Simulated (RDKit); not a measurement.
Input for RDKit: MMFF94 on C2H8O2 (a complex), monomers drawn apart or pushed together.

```python
from rdkit import Chem
from rdkit.Chem import AllChem, rdDetermineBonds

blocks = [
'''3

O    -0.21921492    0.30778628    0.17249084
H     0.30394542    0.10224478    0.96662942
H     0.12508768   -0.26414696   -0.51973432
''',
'''9

C    -1.29973330    0.33070825    4.26661730
C    -0.26544594   -0.77578602    4.18512552
O     0.91212484   -0.37866524    3.46539002
H    -2.19077798   -0.02148585    4.79110896
H    -1.58925637    0.65746779    3.26755982
H    -0.91032444    1.19149079    4.81748699
H     0.01646708   -1.12633549    5.18358194
H    -0.65776079   -1.62853583    3.63132643
H     1.29148031    0.39514188    3.89736698
''',
]
mol = None
for b in blocks:
    f = Chem.MolFromXYZBlock(b)
    rdDetermineBonds.DetermineBonds(f, charge=0)
    mol = f if mol is None else Chem.CombineMols(mol, f)
Chem.SanitizeMol(mol)
print(Chem.MolToSmiles(Chem.RemoveHs(mol)))
ff = AllChem.MMFFGetMoleculeForceField(mol, AllChem.MMFFGetMoleculeProperties(mol), nonBondedThresh=100.0, ignoreInterfragInteractions=False)
e = ff.CalcEnergy()
print(f'MMFF94 energy {e:.6f} kcal/mol')
```

The log:

```
CCO.O
MMFF94 energy -3.826663 kcal/mol
```

The run finished.

Cost: roughly 0.05 core-seconds.
